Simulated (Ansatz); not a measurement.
As2H4 was relaxed with PBE0-D4 (def2-TZVP) in Ansatz in these states: charge +1 doublet, neutral singlet. The geometries follow in no particular order.

A:

```xyz
6

As    0.799   -0.868    0.111
As   -0.798    0.869   -0.114
H    -0.020   -1.956    0.766
H     0.872   -1.405   -1.299
H    -0.874    1.402    1.299
H     0.021    1.960   -0.763
```

B:

| atom | x (Å) | y (Å) | z (Å) |
| --- | --- | --- | --- |
| As1 | -0.358 | 0.264 | -1.143 |
| As2 | 0.360 | -0.266 | 1.142 |
| H3 | -0.604 | 1.725 | -0.783 |
| H4 | 1.070 | 0.582 | -1.575 |
| H5 | -1.068 | -0.577 | 1.575 |
| H6 | 0.600 | -1.729 | 0.784 |

Task: Judge from the bond lengths which geometry belongs to which state (an estimate).

Result: A is the charge +1 doublet (As1–As2 2.371 Å, As1–H4 1.511 Å, As2–H6 1.511 Å); B is the neutral singlet (As1–As2 2.453 Å, As1–H4 1.525 Å, As2–H6 1.525 Å).
